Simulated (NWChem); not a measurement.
System: CH4AlFOS; SMILES C[S][Al]([OH])[F]

```xyz
9

Al    -0.0920     0.7676    -0.0007
F      0.8112     2.1609     0.0015
O     -1.7840     0.8157     0.0221
H     -2.3378     1.5970     0.0476
S      0.8851    -1.1525    -0.0312
C     -0.5806    -2.2577    -0.0275
H     -1.5209    -1.6926     0.0083
H     -0.5170    -2.9149     0.8498
H     -0.5584    -2.8696    -0.9391
```
Atoms are numbered in this order, from 1.

All runs: NWChem. Geometry: optimised at PBE0/def2-SVP. Vzz is the largest principal value of the second derivative of the potential at the nucleus (NWChem prints the opposite sign); η is the asymmetry. Non-relativistic.

For level PBE/def2-SVP:

- Vzz Al1 (a.u.): 0.632
- Vzz O3 (a.u.): 1.359

### Question
How do the values read with level PBE0/def2-SVP instead?

### Answer
| Property | Value |
|---|---|
| Vzz Al1 (a.u.) | 0.696 |
| Vzz O3 (a.u.) | 1.389 |
